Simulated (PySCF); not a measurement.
## [Lu(H2O)5]3+ relaxed at several levels

Computed with PySCF 2.14.0, def2-SVP on the ligands, density fitting, scalar-relativistic core potentials, no spin-orbit coupling, vacuum. Each row is relaxed at its own level from the same template. Distances are means of the shortest metal–ligand contacts, charges and spins Mulliken's; removal energies are rigid, with the ligand's formal charge and no counterpoise, so too large; for an anion taken off a cation in vacuum most of it is the attraction of opposite charges, and multiply charged cations can part far more cheaply with an electron moved from ligand to metal. lcecp potentials hold a fixed number of 4f electrons in the core, out of states, spins and gaps.

```
level   basis on the metal     point group  M–H2O (Å)  charge on M (e)  HOMO–LUMO gap (eV)  removal of one H2O (eV)  unstable modes (below −25 cm⁻¹)
 PBE0  def2-SVP with ECP28  C2, nearly C2v      2.220             1.61               10.32                     3.14                        not given
```

Question: What does the calculation give for TPSS, lcecp-1-SVP with ECP60?

Answer: point group: nearly C2v, M–H2O (Å): 2.262, charge on M (e): 1.36, removal of one H2O (eV): 3.06, unstable modes (below −25 cm⁻¹): not given.
```xyz
16

Lu   -0.0328    0.0000    0.0000
O    -0.6286    0.0438    2.1823
H    -0.7694    0.8340    2.7607
H    -0.8118   -0.7237    2.7781
O    -0.6286   -0.0438   -2.1823
H    -0.7694   -0.8340   -2.7607
H    -0.8118    0.7237   -2.7781
O     2.2044    0.0000    0.0000
H     2.8145   -0.0044   -0.7813
H     2.8145    0.0044    0.7813
O    -0.6022    2.2013   -0.0434
H     0.0032    2.9841   -0.0733
H    -1.5071    2.6025   -0.0347
O    -0.6022   -2.2013    0.0434
H    -1.5071   -2.6025    0.0347
H     0.0032   -2.9841    0.0733
```

Moved off a saddle point of the template and relaxed again: TPSS, PBE0. One start shape was tried for each, so a minimum needn't be the lowest isomer.
